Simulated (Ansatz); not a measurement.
`C=[CH][SnH2][F]` + HBr → `[F][SnH2][Br]` + `C=C` at 298.15 K and 1 bar (ligand exchange at the Sn–C bond).

Computed with Ansatz on PBE0-D4/def2-TZVP structures; ΔE is electronic, products minus reactants. CCSD(T)/CBS adds triple-zeta CCSD(T) − MP2 to the extrapolated MP2 energy (def2 sets, frozen cores). This one scheme is used for every species. def2 core potentials past Kr. For Br, Sn outer-core shells are correlated without core-valence functions, which leaves a few kJ/mol of doubt a bond. Scalar relativity is left out up to krypton. Each species was taken in one conformer, which may not be the lowest.

```csv
species,CCSD(T)/CBS energy (Eh),H − E (kJ/mol),S (J/(mol·K))
`C=[CH][SnH2][F]`,-392.92056,169.7,338.9
HBr,-2573.91920,24.6,198.6
`[F][SnH2][Br]`,-2888.40380,58.7,320.7
`C=C`,-78.48111,144.6,218.9
```

H − E and S are ideal-gas, rigid-rotor, harmonic terms from PBE0-D4/def2-TZVP, for one conformer and one mirror image of each species. 1 Eh = 2625.50 kJ/mol, R = 8.31446 J/(mol·K).

Question: By hand: ΔE, ΔH, ΔS and ΔG.

Answer: ΔE = (-2888.40380) + (-78.48111) − (-392.92056) − (-2573.91920) = -0.04515 Eh = -118.5 kJ/mol. Δ(H − E) = 58.7 + 144.6 − 169.7 − 24.6 = 9.0, so ΔH = -109.5 kJ/mol. ΔS = 320.7 + 218.9 − 338.9 − 198.6 = 2.1 J/(mol·K). ΔG = -109.5 − 298.15 × (2.1)/1000 = -110.1 kJ/mol.

Question: By hand: the equilibrium constant, and the temperature at which ΔG would vanish if ΔH and ΔS stayed fixed.

Answer: log₁₀ K = −ΔG/(RT ln 10) = 19.3. ΔH and −TΔS have one sign here, so there is no such temperature. One of them is within its doubt of zero, so this could turn.

The number of gas molecules stays the same, so ΔS is small and ΔH decides. A doubt of 5 kJ/mol in ΔE shifts log₁₀ K by 0.9 here. Other conformers and mirror images would add mixing entropy, several J/(mol·K) or more a flexible species. These are equilibria of isolated gas molecules and say nothing of rates. Largest T1 diagnostic: 0.013 (customary marks: 0.02 for closed shells, 0.045 for open ones).
